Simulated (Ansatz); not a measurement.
System: ZnH, net charge 0, doublet state. SMILES of the parent species: [ZnH]
Coordinates optimised at B3LYP-D3(BJ)/def2-TZVP (Ansatz, a quantum-chemistry and plane-wave program):
```
Zn
H 1 1.6327
```
Charge 0, spin multiplicity 2.

Property: atomisation energy, in kcal/mol. Set-up: atomisation electronic, to ground-state atoms; no spin-orbit coupling; frozen cores in correlated levels (noble-gas shells and the d and f shells of earlier blocks); 6-31G* and kin with 6d, 5d where marked; open shells spin-unrestricted; non-relativistic; LANL2DZ with its own core potentials from Na on. Ab initio and DFT rows: single points at B3LYP-D3(BJ) geometries (Ansatz). The spin state of an ion or metal species was assumed, not searched.

```json
[
 {"level": "HF/LANL2DZ", "program": "Ansatz", "atomisation energy (kcal/mol)": "15.8"},
 {"level": "HF/6-31G* with LANL2DZ past Ar", "program": "Ansatz", "atomisation energy (kcal/mol)": "15.3"},
 {"level": "PBE/LANL2DZ", "program": "Ansatz", "atomisation energy (kcal/mol)": "19.3"},
 {"level": "PBE/def2-SVP", "program": "Ansatz", "atomisation energy (kcal/mol)": "22.1"},
 {"level": "PBE/6-31G* with LANL2DZ past Ar", "program": "Ansatz", "atomisation energy (kcal/mol)": "18.2"},
 {"level": "BLYP/6-31G* with LANL2DZ past Ar", "program": "Ansatz", "atomisation energy (kcal/mol)": "17.3"},
 {"level": "B3LYP/6-31G* with LANL2DZ past Ar", "program": "Ansatz", "atomisation energy (kcal/mol)": "18.7"},
 {"level": "PBE0/6-31G* with LANL2DZ past Ar", "program": "Ansatz", "atomisation energy (kcal/mol)": "19.5"},
 {"level": "MP2/6-31G* with LANL2DZ past Ar", "program": "Ansatz", "atomisation energy (kcal/mol)": "13.5"},
 {"level": "r2SCAN-D4/def2-TZVPD", "program": "Ansatz + dftd4", "atomisation energy (kcal/mol)": "28.2"}
]
```

No value to compare with is used here. The 9 habitual levels span 13.5 (MP2/6-31G* with LANL2DZ past Ar) to 22.1 kcal/mol (PBE/def2-SVP); r2SCAN-D4/def2-TZVPD gives 28.2.

The levels are drawn from those run, B3LYP/6-31G* more often than the rest, none by its result; runs whose electronic state is in doubt are left out.
